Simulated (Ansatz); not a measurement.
`[F][Sn]([F])([Cl])[I]`, charge 0, multiplicity 1.

(1) Give a relaxed structure at PBE0-D4/def2-TZVP (Ansatz). (Estimate.)

Answers

(1) Computed: 
Z-matrix (Å, degrees):
```
Sn
F 1 1.893
Cl 1 2.281 2 107.5
I 1 2.616 2 110.7 3 127.1
F 1 1.893 2 104.1 3 -113.9
```
Point group Cs.
